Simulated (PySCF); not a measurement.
Simulation results for FH5NSi2, H6N2OSi

Calculation on a computer-drawn molecule: the log of a Hartree-Fock and frozen-core CCSD(T) single point meant for a local Hartree-Fock minimum, with one planted fault or none, to be diagnosed. Offsets are logged minus clean, where the clean run is the same molecule without the fault. The reference is restricted for singlets and unrestricted otherwise, and also for a bond in bohr or an excited solution. Adding or removing an electron swaps singlet and doublet. The excited solution moves the top pair (singlet) or top alpha electron (doublet) to the lowest empty orbital. Highest occupied and lowest empty are orbital energies over both spins, largest force is the largest gradient component, triples share is (T) over the correlation energy, the T1 limit is 0.02 restricted and 0.045 unrestricted, electrons count all cores, a negative frequency is imaginary (commonest isotopes), and the dipole is about the centre of nuclear charge. Program: PySCF 2.14.0.

Common to all runs: meant charge 0; meant basis cc-pV(D+d)Z; logged SCF converged yes; logged CC converged yes; logged SCF stable within its kind yes; possible faults no fault, one electron removed, one electron added, multiplicity raised by two, geometry at a saddle point, SCF held on an excited solution, minimal basis STO-3G, one bond length entered in bohr, all coordinates scaled.

(1) 
```xyz
9
formula=FH5NSi2 meant_multiplicity=2 logged_electrons=49 logged_basis_functions=33 logged_spin_squared=0.7542 logged_highest_occupied=-6.1012 logged_lowest_empty=6.4014 logged_largest_force=0.046696 logged_T1_diagnostic=0.0088808 logged_D1_diagnostic=0.032199 logged_triples_share=0.019611 logged_dipole_magnitude=0.98456 logged_energy_HF=-725.87919 logged_energy_CCSD(T)=-726.04372
N     -2.0180     1.1532    -2.3488
Si    -0.5861     0.3904    -1.8387
F     -0.8346    -1.0500    -1.1250
Si     0.7563    -0.0657    -3.7051
H     -2.6184     1.6008    -1.6811
H     -2.5499     0.7931    -3.1185
H      0.0165     1.2381    -0.7951
H      1.9119    -0.9484    -3.4219
H      1.2078     1.1494    -4.4245
```

Units: logged_highest_occupied, logged_lowest_empty in eV; logged_largest_force in hartree/bohr; logged_dipole_magnitude in debye; logged_energy_HF, logged_energy_CCSD(T) in hartree.

Drawn bonds:
```
atom  other atom  order
   1           2      1
   2           3      1
   2           4      1
   1           5      1
   1           6      1
   2           7      1
   4           8      1
   4           9      1
```

(2) 
```xyz
10
formula=H6N2OSi meant_multiplicity=1 logged_electrons=42 logged_basis_functions=95 logged_spin_squared=0 logged_highest_occupied=-10.916 logged_lowest_empty=4.917 logged_largest_force=0.018128 logged_T1_diagnostic=0.0099726 logged_D1_diagnostic=0.029356 logged_triples_share=0.021663 logged_dipole_magnitude=1.94 logged_energy_HF=-476.31377 logged_energy_CCSD(T)=-476.99048
N     -1.7132    -1.2322     1.0958
Si    -0.6935    -1.0249    -0.2302
N     -0.1712     0.5696    -0.1482
O     -1.5327    -1.4841    -1.5416
H     -1.4049    -0.9284     1.9816
H     -2.2159    -2.0762     1.1810
H      0.4988    -1.8432    -0.3091
H     -0.8198     1.3022    -0.0279
H      0.5846     0.8624    -0.7087
H     -2.3757    -1.1128    -1.6658
```

Units: logged_highest_occupied, logged_lowest_empty in eV; logged_largest_force in hartree/bohr; logged_dipole_magnitude in debye; logged_energy_HF, logged_energy_CCSD(T) in hartree.

Drawn bonds:
```
atom  other atom  order
   1           2      1
   2           3      1
   2           4      1
   1           5      1
   1           6      1
   2           7      1
   3           8      1
   3           9      1
   4          10      1
```

(3) 
```xyz
10
formula=H6N2OSi meant_multiplicity=1 logged_electrons=42 logged_basis_functions=30 logged_spin_squared=0 logged_highest_occupied=-8.3191 logged_lowest_empty=13.58 logged_largest_force=0.046233 logged_T1_diagnostic=0.0087283 logged_D1_diagnostic=0.033669 logged_triples_share=0.01514 logged_dipole_magnitude=0.78842 logged_energy_HF=-470.45811 logged_energy_CCSD(T)=-470.65461
N     -1.7429    -1.2535     1.1148
Si    -0.7055    -1.0427    -0.2342
N     -0.1742     0.5794    -0.1508
O     -1.5592    -1.5097    -1.5682
H     -1.4292    -0.9444     2.0158
H     -2.2542    -2.1121     1.2014
H      0.5074    -1.8751    -0.3144
H     -0.8339     1.3247    -0.0284
H      0.5947     0.8773    -0.7210
H     -2.4167    -1.1321    -1.6946
```

Units: logged_highest_occupied, logged_lowest_empty in eV; logged_largest_force in hartree/bohr; logged_dipole_magnitude in debye; logged_energy_HF, logged_energy_CCSD(T) in hartree.

Drawn bonds:
```
atom  other atom  order
   1           2      1
   2           3      1
   2           4      1
   1           5      1
   1           6      1
   2           7      1
   3           8      1
   3           9      1
   4          10      1
```

**Q.** FH5NSi2 (entry 1): planted fault?
**A.** minimal basis STO-3G

**Q.** H6N2OSi (entry 2): planted fault?
**A.** all coordinates scaled, by -1.7 %

**Q.** Which fault was planted in the run of H6N2OSi (entry 3)?
**A.** minimal basis STO-3G

Further results for FH5NSi2 (entry 1):

```
HF energy offset from clean run      : 5557 kcal/mol
CCSD(T) energy offset from clean run : 5827 kcal/mol
```

Further results for H6N2OSi (entry 2):

```
HF energy offset from clean run      : 2.057 kcal/mol
CCSD(T) energy offset from clean run : 4.553 kcal/mol
```

Further results for H6N2OSi (entry 3):

```
HF energy offset from clean run      : 3677 kcal/mol
CCSD(T) energy offset from clean run : 3980 kcal/mol
```
